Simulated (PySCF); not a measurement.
Z-matrix (Å, degrees):
```
Si
H 1 1.4930
H 1 1.4930 2 106.17
C 1 1.8431 2 111.04 3 -120.82
H 4 1.0882 1 117.68 2 58.71
Si 4 1.7009 5 117.98 1 -180.00
H 6 1.4784 4 121.94 5 179.99
H 6 1.4803 7 114.08 4 -180.00
Si 1 2.3430 2 107.61 3 115.03
H 9 1.4887 1 109.16 2 -56.90
H 9 1.4894 10 108.18 1 121.70
H 9 1.4894 10 108.19 11 116.64
```
Charge 0, spin multiplicity 1.

Task: What dipole moment, HOMO–LUMO gap and LUMO does PySCF with PBE0-D3(BJ)/def2-TZVP give?

Result: 
```yaml
dipole_moment: 1.88 D
HOMO–LUMO gap: 5.24 eV
LUMO: -1.70 eV
```
